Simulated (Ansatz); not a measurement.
Wavefunction ladder for `O=S(=O)([O-])C(F)(F)C(F)(F)F`

Z-matrix (Å, degrees):
```
S
O 1 1.446
O 1 1.445 2 115.6
O 1 1.446 2 115.5 3 -139.4
C 1 1.862 2 102.8 3 109.5
C 5 1.545 1 117.0 2 60.5
F 5 1.352 1 109.8 2 -60.5
F 5 1.352 1 109.9 2 -178.4
F 6 1.327 5 112.1 1 -61.0
F 6 1.327 5 112.1 1 61.7
F 6 1.349 5 109.4 1 -179.7
```

The species carries charge -1 and has multiplicity 1. The geometry is a stationary point of PBE0-D4/def2-TZVPD. It is one conformer, not always the lowest. Frozen core, restricted reference, Ansatz. CBS rows extrapolate triple and quadruple zeta; past MP2 they add the triple-zeta difference.

```tsv
basis	HF (Eh)	MP2 corr.	CCSD corr.	(T)	CCSD(T) total
def2-SVPD	?	-1.96625	-1.97806	-0.06251	?
def2-TZVPPD	-1195.46767	-2.46547	-2.45800	?	?
def2-QZVPPD	?	-2.67102	–	–	–
CBS(def2)	-1195.51987	-2.82328	?	as TZ	?
```

(1) Fill in the withheld values. (An estimate is asked.)

Answers

(1) The calculation gave: def2-SVPD HF (Eh): -1194.32404; def2-SVPD CCSD(T) total: -1196.36461; def2-TZVPPD (T): -0.09594; def2-TZVPPD CCSD(T) total: -1198.02161; def2-QZVPPD HF (Eh): -1195.51355; CBS(def2) CCSD corr.: -2.81580; CBS(def2) CCSD(T) total: -1198.43161.
